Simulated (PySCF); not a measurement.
Dipole moment (D) of eight silicon and germanium compounds: PBE beside CAM-B3LYP, computed with PySCF for isolated molecules in the bases named; differences from unrounded values. The eight are the first of their class met in an unordered collection, after screening for sound electronic states; none was chosen by its value, except that the dipole had to exceed 0.05 D. Each molecule has one DFT geometry for both levels.

```csv
molecule,basis,CAM-B3LYP,PBE,difference
"CH10OSi4, SMILES [Si@@H]1([SiH2]OC[SiH2]1)[SiH3]",def2-TZVP,1.04,0.85,-0.19
"Si(OH)3(NH2) (H5NO3Si), SMILES [Si](N)(O)(O)O",def2-TZVP,2.25,2.13,-0.13
"CH6ClFSi2, SMILES C[Si@@](F)([SiH3])Cl",def2-TZVP,2.16,2.03,-0.13
"Si(H)2(Cl)(Et) (C2H7ClSi), SMILES CC[SiH2]Cl",def2-TZVP,1.97,1.89,-0.08
"Si(Br)(OH)(NH2)2 (BrH₅N₂OSi), SMILES N[Si](N)(O)Br",def2-TZVP,1.38,1.43,0.04
"C2H7NOSi2, SMILES [SiH3]C1O[SiH2]CN=1",def2-TZVP,1.65,1.46,-0.19
"C₄H₇FSi, SMILES C=C=C(F)[SiH2]C",def2-TZVP,1.63,1.41,-0.22
"C₄H₅ClSi, SMILES C#C[Si@H](Cl)C=C",def2-TZVP,2.21,2.07,-0.14
```

PBE lies below CAM-B3LYP in 7 and above it in 1 of the eight; the mean signed difference is -0.13 and the largest -0.22 D.
